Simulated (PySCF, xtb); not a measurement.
SiHF, SMILES F[SiH] (connectivity only; charge and spin as stated), neutral, multiplicity 1.

xtb 6.7.1 with GFN2-xTB at its own geometry gives an orbital gap of 2.58 eV and a dipole moment of 1.60 D.

Geometry optimised at r2SCAN-D4/def2-TZVPD. The isomer is the one that the SMILES or the coordinates give; other isomers of the formula were not compared.

What does ωB97X/def2-TZVPD (PySCF) give? (An estimate is asked for; the answer gives what the named calculation found.)

gap 8.78 eV (levels -9.32 and -0.54 eV), dipole 0.99 D.
